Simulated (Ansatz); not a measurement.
Reaction (cleavage of the Si–Si bond): `[SiH3][SiH]1[AlH][S]1` + `CO[SiH](O)O` → `CO[SiH](O)O[SiH3]` + `[AlH]1[SiH2][S]1`

Program: Ansatz. Geometries: PBE0-D4/def2-TZVP. ΔE: electronic, gas phase. CBS: MP2 limit from def2 TZ/QZ plus the TZ coupled-cluster correction, frozen cores. DFT in def2-TZVPP. One conformer a species, not always the lowest.

| level | ΔE (kJ/mol) |
| --- | --- |
| PBE-D4 | -64.0 |
| PBE0-D4 | -73.0 |
| ωB97X-V | -90.4 |
| B2PLYP | -94.9 |
| CCSD/def2-TZVPP | -95.6 |
| HF/def2-QZVPP | -123.7 |
| MP2/def2-QZVPP | -95.5 |
| CCSD/CBS(def2) | -95.3 |

(1) What does CCSD(T)/CBS give? (Best estimate.)

Largest T1 diagnostic among the species: 0.015.

Results:

(1) The calculation gave: -90.3 kJ/mol. The listed levels differ from it by 26.3, 17.3, -0.1, -4.6, -5.3, -33.4, -5.2, -5.0 kJ/mol.

From PBE to PBE0 (25 % exact exchange), in def2-TZVPP and without D4, ΔE moves by −9.0 kJ/mol. In def2-TZVPP, CCSD(T) changes the Hartree–Fock value by +30.0 kJ/mol (the triples alone add +4.9 kJ/mol) and MP2 by +26.0 kJ/mol.
